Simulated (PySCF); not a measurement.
ClH6NOSi2, SMILES O[Si@H](Cl)N[SiH3].

Geometry optimised at r2SCAN-D4/def2-SVP. The structure was generated by enumeration; whether it is a known compound was not checked. Other conformers were not sampled.

Method: TDDFT-ωB97X/def2-SVPD (PySCF).

Vertical excitations. Gas-phase values at a fixed geometry.

```json
[
 {"state": "S1", "energy (eV)": "7.07", "λ (nm)": "175", "f": "0.013", "main pairs": "HOMO→LUMO 76 %, HOMO→LUMO+2 12 %"},
 {"state": "S2", "energy (eV)": "7.92", "λ (nm)": "157", "f": "0.018", "main pairs": "HOMO→LUMO+1 70 %"},
 {"state": "S3", "energy (eV)": "8.25", "λ (nm)": "150", "f": "0.075", "main pairs": "HOMO→LUMO+2 44 %, HOMO→LUMO 9 %, HOMO→LUMO+6 8 %, HOMO→LUMO+3 7 %"},
 {"state": "S4", "energy (eV)": "8.26", "λ (nm)": "150", "f": "0.008", "main pairs": "HOMO→LUMO+4 51 %, HOMO→LUMO+5 12 %, HOMO→LUMO+6 8 %"},
 {"state": "S5", "energy (eV)": "8.50", "λ (nm)": "146", "f": "0.007", "main pairs": "HOMO→LUMO+3 44 %, HOMO→LUMO+5 16 %"},
 {"state": "S6", "energy (eV)": "8.65", "λ (nm)": "143", "f": "0.025", "main pairs": "HOMO−1→LUMO 36 %, HOMO→LUMO+5 14 %, HOMO−3→LUMO 9 %"},
 {"state": "S7", "energy (eV)": "8.78", "λ (nm)": "141", "f": "0.025", "main pairs": "HOMO−3→LUMO 25 %, HOMO−1→LUMO+2 11 %, HOMO−2→LUMO+3 8 %, HOMO−4→LUMO 7 %"},
 {"state": "S8", "energy (eV)": "8.89", "λ (nm)": "140", "f": "0.061", "main pairs": "HOMO−2→LUMO+1 24 %, HOMO−2→LUMO+3 19 %, HOMO→LUMO+5 11 %"},
 {"state": "S9", "energy (eV)": "8.96", "λ (nm)": "138", "f": "0.033", "main pairs": "HOMO−1→LUMO+1 14 %, HOMO→LUMO+5 12 %, HOMO−1→LUMO+3 11 %, HOMO−5→LUMO 8 %"},
 {"state": "S10", "energy (eV)": "9.00", "λ (nm)": "138", "f": "0.050", "main pairs": "HOMO→LUMO+5 15 %, HOMO→LUMO+2 11 %, HOMO−1→LUMO 8 %, HOMO−2→LUMO+1 7 %"},
 {"state": "T1", "energy (eV)": "6.80", "λ (nm)": "182", "f": "0", "main pairs": "HOMO→LUMO 69 %, HOMO→LUMO+2 12 %"},
 {"state": "T2", "energy (eV)": "7.79", "λ (nm)": "159", "f": "0", "main pairs": "HOMO→LUMO+1 61 %"},
 {"state": "T3", "energy (eV)": "7.93", "λ (nm)": "156", "f": "0", "main pairs": "HOMO→LUMO+2 40 %, HOMO→LUMO 11 %, HOMO→LUMO+5 9 %"},
 {"state": "T4", "energy (eV)": "8.02", "λ (nm)": "155", "f": "0", "main pairs": "HOMO→LUMO+4 47 %, HOMO→LUMO+6 9 %, HOMO→LUMO+3 9 %"}
]
```
Triplets are in the Tamm–Dancoff approximation, which puts them higher than full response would, so one can lie above its singlet here.
